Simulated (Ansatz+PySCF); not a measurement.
Two shapes of singlet H₆.

Shape 1:

```xyz
6

H     1.5000    0.0000    0.0000
H     0.7500    1.2990    0.0000
H    -0.7500    1.2990    0.0000
H    -1.5000    0.0000    0.0000
H    -0.7500   -1.2990    0.0000
H     0.7500   -1.2990    0.0000
```

Shape 2:

```xyz
6

H     1.0000    0.0000    0.0000
H     0.5000    0.8660    0.0000
H    -0.5000    0.8660    0.0000
H    -1.0000    0.0000    0.0000
H    -0.5000   -0.8660    0.0000
H     0.5000   -0.8660    0.0000
```

Basis set: cc-pVDZ (spherical functions). All electrons are correlated. Charge 0, multiplicity 1.

Computed with Ansatz (development build ahead of 0.2.0); each method stands on the lowest determinant of its kind that the runs found.

Problem. Which shape is lower in energy, and by how much in each method?

Solution.

```tsv
method	E(2) − E(1) (eV)
RHF	-5.346
RHF-CCSD(T)	-4.638
PBE (unrestricted)	-4.438
PBE0 (unrestricted)	-4.876
r²SCAN (unrestricted)	-4.801
```

Shape 2 is lower. Caution for RHF, RHF-CCSD(T): an unrestricted determinant lies well below. Caution for RHF-CCSD(T): bonds are stretched, where a single reference can fail.
